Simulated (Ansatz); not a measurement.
A set of 12 reactions (silylene extrusion), with CCSD(T)/CBS values in kJ/mol:

```tsv
reaction	ΔE
`CC(C)(C)O[SiH2]OC(C)(C)C` → `CC(C)(C)O[Si]OC(C)(C)C` + H₂	153.9
`OCSC[SiH3]` → `CSCO` + `[SiH2]`	231.0
`CO[SiH](C#N)OC` → `C#N` + `CO[Si]OC`	186.1
`F[SiH2][CH](F)[SnH3]` → `F[CH2][SnH3]` + `F[SiH]`	197.3
`O=C=C([SiH3])[SiH3]` → `O=C=C[SiH3]` + `[SiH2]`	274.1
`CC[SiH](O)[SiH3]` → `O[SiH3]` + `CC[SiH]`	236.2
`[CH3][AlH][SiH2]Cl` → `[CH3][AlH][Cl]` + `[SiH2]`	156.8
`[CH3][GeH]([F])[SiH2]F` → `[CH3][GeH2][F]` + `F[SiH]`	202.9
`CO[SiH](C)O` → CH₃OH + `CO[SiH]`	398.7
`N[SiH2][O][SnH3]` → `[OH][SnH3]` + `N[SiH]`	287.8
`B[SiH2]N` → BH₃ + `N[SiH]`	133.8
`CO[SiH](C)O` → CH₄ + `CO[Si]O`	132.4
```

Computed with Ansatz on PBE0-D4/def2-TZVP structures; ΔE is electronic, products minus reactants. CBS: MP2 limit from def2 TZ/QZ plus the TZ coupled-cluster correction, frozen cores. This one scheme is used for every species. Functionals use def2-TZVPP. B3LYP here is the variant with VWN-RPA as its local correlation; programs differ in this. Elements past krypton have def2 core potentials. For Ge, Sn outer-core shells are correlated without core-valence functions, which leaves a few kJ/mol of doubt a bond. Scalar relativity is left out up to krypton. One conformer a species, not always the lowest.

(1) Give the mean, mean absolute and largest difference (level minus CCSD(T)/CBS, kJ/mol) for: PBE-D4, r2SCAN-D4, PBE0-D4, ωB97M-V, B2PLYP, PBE, r2SCAN, PBE0, B3LYP, MP2/def2-TZVPP, HF/def2-QZVPP, MP2/def2-QZVPP, MP2/CBS(def2), CCSD/CBS(def2). (Estimate.)

The largest T1 diagnostic in the set is 0.016, for `O=C=C[SiH3]` (customary mark 0.02).

CCSD(T)/CBS is a level of theory with its own doubt, and the functionals carry their triple-zeta basis error, so these figures describe this set and don't rank the functionals.

Answers

(1) The calculation gave: 
```tsv
level	mean	mean absolute	largest
PBE-D4	-4.4	12.0	-22.7
r2SCAN-D4	15.1	15.1	21.9
PBE0-D4	8.6	9.5	22.0
ωB97M-V	-8.2	8.2	-10.4
B2PLYP	-9.3	9.3	-12.5
PBE	-12.6	14.8	-33.5
r2SCAN	12.8	12.8	19.0
PBE0	1.3	6.4	15.4
B3LYP	-21.4	21.4	-29.8
MP2/def2-TZVPP	9.0	9.0	18.4
HF/def2-QZVPP	-10.5	16.5	-27.2
MP2/def2-QZVPP	12.6	12.6	22.7
MP2/CBS(def2)	15.0	15.0	25.2
CCSD/CBS(def2)	-1.7	3.1	-6.0
```
